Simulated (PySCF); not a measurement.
The numbers are results of PBE-D3(BJ)/def2-TZVP // B3LYP-D3(BJ)/def2-TZVP (PySCF), not measurements. All species are isolated molecules in the gas phase. One relaxed conformer stands for a flexible species; it need not be the lowest. Excitations are Tamm–Dancoff values on a coarser integration grid. The basis has no diffuse functions, so Rydberg states are missing or too high.

Reference species (SMILES): `[SiH2]=CO[SiH3]` (Si–C–O–Si torsion 0°) (neutral, multiplicity 1).

```json
{
  "S1–T1 gap (TDA)": "1.63 eV",
  "brightest of the four lowest singlets (TDA)": "5.01 eV",
  "LUMO": "-1.81 eV",
  "S1 oscillator strength": "0.001"
}
```

Changed species: `C=[SiH]O[SiH3]` (C–Si–O–Si torsion 1°).

Q: What does the change do to the S1–T1 gap (TDA), brightest of the four lowest singlets (TDA), LUMO and S1 oscillator strength?

A: the S1–T1 gap (TDA) falls by 0.60 eV, to 1.03 eV; the brightest of the four lowest singlets (TDA) rises by 0.53 eV, to 5.54 eV; the LUMO increases by 0.49 eV, to -1.32 eV; the S1 oscillator strength hardly moves.
